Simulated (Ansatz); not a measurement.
These are Ansatz (a first-principles code) with frozen-core CCSD(T)/def2-TZVPP // TPSS-D3(BJ)/def2-SVP values and carry that method's errors.

Ansatz 0.2 input:
```yaml
crystal:
  periodic: [false, false, false]
  atoms:
    - { symbol: Ti, position_ang: [0.181382, 0.075759, -0.083252] }
    - { symbol: N, position_ang: [0.277473, -0.898465, 1.532224] }
    - { symbol: H, position_ang: [-0.103702, -0.51458, 2.404575] }
    - { symbol: H, position_ang: [0.581522, -1.861935, 1.694304] }
    - { symbol: N, position_ang: [1.218536, 1.652027, 0.004049] }
    - { symbol: H, position_ang: [1.155664, 2.366277, -0.730548] }
    - { symbol: H, position_ang: [1.813877, 1.999852, 0.760044] }
    - { symbol: N, position_ang: [0.683593, -0.992518, -1.557817] }
    - { symbol: H, position_ang: [1.424284, -0.844174, -2.247987] }
    - { symbol: H, position_ang: [0.121015, -1.804386, -1.837355] }
    - { symbol: C, position_ang: [-1.835583, 0.649618, -0.365513] }
    - { symbol: H, position_ang: [-2.4762, -0.239399, -0.533831] }
    - { symbol: H, position_ang: [-1.934365, 1.318585, -1.24401] }
    - { symbol: H, position_ang: [-2.218431, 1.1884, 0.524524] }
basis:
  gaussian: { orbitals: def2-TZVPP }
correlation:
  method: ccsd_t
```

Output:

```
Functional definition: HF
1903 factors; integrals over basis functions are off by at most 9.7e-4 eV
mean field evaluation 1: about -28697.7211 eV, gradient 7.4e1 eV
mean field evaluation 2: about -28697.8438 eV, gradient 7.4e1 eV
mean field evaluation 4: about -28708.2267 eV, gradient 1.1e1 eV
mean field evaluation 8: about -28708.5608 eV, gradient 7.3e-1 eV
mean field evaluation 16: about -28708.5654 eV, gradient 1.4e-6 eV
mean field -28708.56542102 eV, -1055.0203198581 hartree, gradient 1.4e-6 eV, S^2 0.000000; 0 other end points of the search recorded, 0 dependent functions left out
9 core orbitals not correlated
reference -28708.56542102 eV, -1055.0203198581 hartree; 20, 20 occupied and 285, 285 virtual orbitals, 1903 factors
second order -34.81281135 eV of doubles, -0.00000000 eV of singles
cycle   1  -34.22953147 eV  change    5.8e-1 eV  update   2.3e-1
cycle   2  -35.29003857 eV  change    -1.1e0 eV  update   1.4e-1
cycle   3  -35.63544661 eV  change   -3.5e-1 eV  update   5.2e-2
cycle   4  -35.65065324 eV  change   -1.5e-2 eV  update   2.1e-2
cycle   5  -35.63373374 eV  change    1.7e-2 eV  update   8.8e-3
cycle   6  -35.63224302 eV  change    1.5e-3 eV  update   4.0e-3
cycle   7  -35.63307116 eV  change   -8.3e-4 eV  update   2.1e-3
cycle   8  -35.63303164 eV  change    4.0e-5 eV  update   8.1e-4
cycle   9  -35.63345949 eV  change   -4.3e-4 eV  update   3.5e-4
cycle  10  -35.63374705 eV  change   -2.9e-4 eV  update   1.3e-4
cycle  11  -35.63351862 eV  change    2.3e-4 eV  update   6.1e-5
cycle  12  -35.63349804 eV  change    2.1e-5 eV  update   3.4e-5
perturbative correction -1.81520536 eV, -0.0667075664 hartree
Total energy: -28746.01412442 eV, -1056.3965343243 hartree
```

Cost: roughly 30 core-minutes.
